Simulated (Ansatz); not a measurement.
`C[Si](C)(C)[Ga]([Cl])[Cl]` at its PBE0-D4/def2-TZVP geometry, where that method's forces vanish. The species carries charge 0 and has multiplicity 1.

```xyz
16

C    -0.1687    1.8735    0.2696
Si   -0.0992    0.0220   -0.0084
C    -1.2854   -0.8822    1.1212
C    -0.4336   -0.3834   -1.8073
Ga    2.1457   -0.7040    0.4908
Cl    3.8922    0.1424   -0.4538
Cl    2.6706   -2.2523    1.8972
H     0.0190    2.1323    1.3141
H     0.5674    2.3947   -0.3466
H    -1.1608    2.2516    0.0036
H    -1.2206   -1.9635    0.9814
H    -2.3142   -0.5739    0.9114
H    -1.0760   -0.6688    2.1717
H    -0.3937   -1.4590   -1.9935
H    -1.4323   -0.0323   -2.0856
H     0.2896    0.1029   -2.4658
```

(1) What forces (eV/Å) does ωB97M-V/def2-TZVPP give on these atoms in Ansatz? (Best estimate.)

## Answers

(1) Ansatz gave: 
```
C1  -0.016  0.018 -0.001
Si2  0.043 -0.009  0.003
C3  -0.018 -0.006  0.008
C4  -0.020  0.004 -0.015
Ga5 -0.103  0.028 -0.020
Cl6  0.013 -0.002  0.000
Cl7  0.012 -0.005  0.005
H8  -0.011 -0.016 -0.065
H9  -0.045 -0.032  0.038
H10  0.069 -0.022  0.018
H11 -0.004  0.066  0.010
H12  0.068 -0.022  0.015
H13 -0.013 -0.014 -0.064
H14 -0.001  0.067  0.012
H15  0.070 -0.025  0.015
H16 -0.044 -0.031  0.041
```
